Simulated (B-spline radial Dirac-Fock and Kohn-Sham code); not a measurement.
# Ir⁴⁹⁺: scattering cross sections and density moments

System: the Ir⁴⁹⁺ ion in the configuration [Ar] 3d10.

The computed values come from a B-spline atomic structure program: Dirac-Fock densities.

```
Sum of ⟨r⟩                          : 3.733 bohr
Sum of ⟨r²⟩                         : 0.6898 bohr²
Sum of ⟨1/r⟩                        : 483.54 per bohr
Langevin diamagnetic susceptibility : -0.546 × 10⁻⁶ cm³/mol
Lamb shielding (α²/3)Σ⟨1/r⟩         : 8583 ppm
```

Coherent scattering is the Thomson cross section weighted by f₀², without anomalous dispersion; incoherent scattering is Klein-Nishina weighted by S. The Lamb formula is the non-relativistic shielding expression. Electron correlation is left out. A dash stands where the photon energy is too low for the impulse approximation behind that column.

```
hν (keV)  coherent (b)  incoherent (b)  incoherent per electron (b)
       1         520.9               –                            –
  8.0478         484.0               –                            –
      10         465.5               –                            –
      20         346.9               –                            –
     100         44.84           9.295                        0.332
     200         13.73           9.524                        0.340
     500         2.571           7.647                        0.273
    1000        0.6762           5.779                        0.206
```

Incoherent scattering overtakes coherent scattering between 200 and 500 keV.
